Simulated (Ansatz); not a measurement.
Consider the formal exchange of groups at the Se–Al bond: `[CH3][Al]([CH3])[SeH]` + `C1=NC1` → `[SeH]C1=NC1` + `[CH3][AlH][CH3]`.

Program: Ansatz. Geometries: PBE0-D4/def2-TZVP. ΔE: electronic, gas phase. CCSD(T)/CBS adds triple-zeta CCSD(T) − MP2 to the extrapolated MP2 energy (def2 sets, frozen cores). DFT in def2-TZVPP. For Se outer-core shells are correlated without core-valence functions, which leaves a few kJ/mol of doubt a bond. Scalar relativity is left out up to krypton. One conformer a species, not always the lowest.

`[CH3][Al]([CH3])[SeH]`:

Z-matrix (Å, degrees):
```
C
Al 1 1.950
H 1 1.092 2 113.1
H 1 1.096 2 110.2 3 120.4
H 1 1.094 2 111.0 3 -121.7
C 2 1.949 1 123.9 3 167.3
Se 2 2.330 1 119.9 3 -13.1
H 6 1.095 2 110.9 1 54.5
H 6 1.092 2 112.8 1 175.7
H 6 1.095 2 110.6 1 -63.6
H 7 1.469 2 92.9 1 0.7
```

`C1=NC1`:

Cartesian coordinates in Å:
```
C 0.287 0.515 -0.574
N 0.527 -0.690 -0.780
C -0.251 -0.311 0.479
H 0.465 1.476 -1.039
H 0.277 -0.417 1.422
H -1.305 -0.573 0.492
```

`[SeH]C1=NC1`:

Cartesian coordinates in Å:
```
Se 0.468 0.619 2.026
C 0.391 0.356 0.188
N 0.970 0.740 -0.852
C -0.176 -0.257 -0.987
H -0.641 -0.305 2.290
H -1.105 0.121 -1.407
H 0.092 -1.275 -1.257
```

`[CH3][AlH][CH3]`:

```xyz
10

C    -1.120   -1.294    0.232
Al   -0.051    0.283    0.667
C     1.128    1.104   -0.656
H    -1.734   -1.120   -0.659
H    -1.783   -1.607    1.042
H    -0.469   -2.142   -0.011
H    -0.116    0.918    2.128
H     1.069    0.636   -1.642
H     0.904    2.170   -0.775
H     2.172    1.052   -0.325
```

| level | ΔE (kJ/mol) | difference from CCSD(T)/CBS |
| --- | --- | --- |
| revPBE-D4 | 137.2 | -22.1 |
| r2SCAN-D4 | 150.0 | -9.3 |
| ωB97M-V | 154.9 | -4.4 |
| PBE-QIDH | 155.8 | -3.5 |
| r2SCANh | 152.6 | -6.7 |
| RPA@PBE/def2-TZVPP | 146.3 | -13.0 |
| CCSD/def2-TZVPP | 156.4 | -2.9 |
| CCSD(T)/def2-TZVPP | 153.7 | -5.6 |
| HF/def2-QZVPP | 162.9 | 3.6 |
| CCSD/CBS(def2) | 162.0 | 2.7 |
| CCSD(T)/CBS | 159.3 | 0 |

Largest T1 diagnostic among the species: 0.012.

From PBE to PBE0 (25 % exact exchange), in def2-TZVPP and without D4, ΔE moves by +9.0 kJ/mol. At CCSD(T), def2-SVP lies −4.4 kJ/mol from the extrapolated value and def2-TZVPP −5.6 kJ/mol. In def2-TZVPP, CCSD(T) changes the Hartree–Fock value by −10.0 kJ/mol (the triples alone add −2.7 kJ/mol) and MP2 by −11.5 kJ/mol.
